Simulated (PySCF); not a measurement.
**Peak assignment**

Bonds (- single, = double, # triple, : aromatic): C1-Si2, Si2-C3, Si2-C4, Si2-C5, C5-C6, C6#P7. C1 carries H8, H9, H10; C3 carries H11, H12, H13; C4 carries H14, H15, H16; C5 carries H17, H18.

A single conformation, averaged over atoms made equivalent by symmetry, fast rotation or ring inversion, gas phase, non-relativistic Hamiltonian. PBE0/pcSseg-1 with gauge-including orbitals; GFN2-xTB structure; PySCF 2.14.

Shifts are taken against calculated references (same method and geometry level): ¹³C (σref 186.93), ¹H (σref 31.72) against TMS.

(1) Assign these signals to the numbered atoms. ¹³C{¹H} NMR (computed): δ 187.1 (C), 23.9 (CH2), -2.4 (CH3).

(2) Assign these signals to the numbered atoms. ¹H NMR (400 MHz, computed): δ 2.23 (m, 2H), 0.20 (s, 9H).

Results:

(1) 
| δ (ppm) | atoms | environment | reason |
| --- | --- | --- | --- |
| 187.1 | C6 | carbon bonded to C, P | – |
| 23.9 | C5 | sp3 CH2 bonded to Si | – |
| -2.4 | C1/C3/C4 | methyl carbon bonded to Si | an electropositive neighbour leaves it electron-rich and shielded |

(2) 
| δ (ppm) | atoms | environment | reason |
| --- | --- | --- | --- |
| 2.23 | H17/H18 | hydrogen on an sp3 CH2 bonded to Si | – |
| 0.20 | H8/H9/H10/H11/H12/H13/H14/H15/H16 | hydrogen on a methyl carbon bonded to Si | an electropositive neighbour shields it, as in TMS itself |

Splittings by ³¹P in the carbon and heteronuclear signals aren't shown, as no couplings were computed. Shifts are as computed. Against solution values, carbons near 30 ppm lie about +3 ppm off and those near 130 ppm about +5 ppm. Of 1211 compounds with measured shifts, 218 miss one by over three times the rms of a fit or turn the order of signals round; such compounds aren't used in these exercises. Multiplicities follow the n + 1 count of equivalent neighbours, as no J values were calculated; m marks all less simple cases, F and P coupling included.
